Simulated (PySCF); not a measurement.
SMILES c1([SiH2][SiH2]O)cccs1 (C4H8OSSi2) (GFN2-xTB optimised geometry):

```
16

O     -1.425    -3.946     0.220
Si    -0.407    -2.673     0.200
Si    -1.606    -0.717    -0.011
C     -0.420     0.733     0.000
C      0.945     0.733     0.000
C      1.517     2.023     0.000
C      0.576     3.003     0.000
S     -1.017     2.361     0.000
H     -2.092    -4.065     0.888
H      0.423    -2.719     1.416
H      0.423    -3.046    -0.942
H     -2.409    -0.600    -1.241
H     -2.576    -0.474     1.076
H      1.524    -0.174     0.000
H      2.576     2.212     0.000
H      0.717     4.065     0.001
```

Calculation: B3LYP/def2-TZVP in PySCF.

Task: What are the frontier orbital energies and the dipole moment?

Result: HOMO-2 -7.78 eV, HOMO-1 -7.11 eV, HOMO -6.72 eV, LUMO -1.02 eV, LUMO+1 -0.91 eV; dipole moment 1.17 D.

On the same geometry PBE/def2-TZVP (PySCF) gives HOMO-2 -6.71 eV, HOMO-1 -6.29 eV, HOMO -5.94 eV, LUMO -1.67 eV, LUMO+1 -1.57 eV; dipole moment 1.11 D.

Meta-Löwdin charges at B3LYP/def2-TZVP: O1 -0.76, Si2 0.69, Si3 0.36, C4 -0.36, C5 -0.14, C6 -0.15, C7 -0.26, S8 0.30, H9 0.35, H10 -0.13, H11 -0.10, H12 -0.09, H13 -0.10, H14 0.12, H15 0.13, H16 0.14.
